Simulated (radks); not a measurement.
Isoelectronic series with 24 electrons, each ion in its NIST ground configuration. Method: scalar-relativistic Kohn-Sham, SCAN, spin-unpolarised, spherical densities, finite nucleus; meta-GGA in the generalised Kohn-Sham scheme; Fermi nuclear charge, rms radius of each element as measured or else 0.836 A^(1/3) + 0.57 fm; computed with a radial shooting solver on a logarithmic mesh with Libxc functionals. Total energies (hartree) and mean radii <r> (bohr):

ion	configuration	E (hartree)	3d	3p	3s	2p
Cr	[Ar] 3d5 4s1	-1050.81310	1.517	0.9656	0.9013	0.2596
Mn+	[Ar] 3d5 4s1	-1158.28402	1.187	0.9040	0.8511	0.2469
Fe2+	[Ar] 3d6	-1271.85875	1.077	0.8575	0.8107	0.2353
Co3+	[Ar] 3d6	-1391.22670	0.9376	0.8048	0.7675	0.2248
Ni4+	[Ar] 3d6	-1516.43513	0.8384	0.7567	0.7275	0.2152
Cu5+	[Ar] 3d6	-1647.48184	0.7623	0.7134	0.6908	0.2063
Zn6+	[Ar] 3d6	-1784.37230	0.7012	0.6744	0.6571	0.1982
Ga7+	[Ar] 3d6	-1927.11944	0.6506	0.6392	0.6262	0.1906
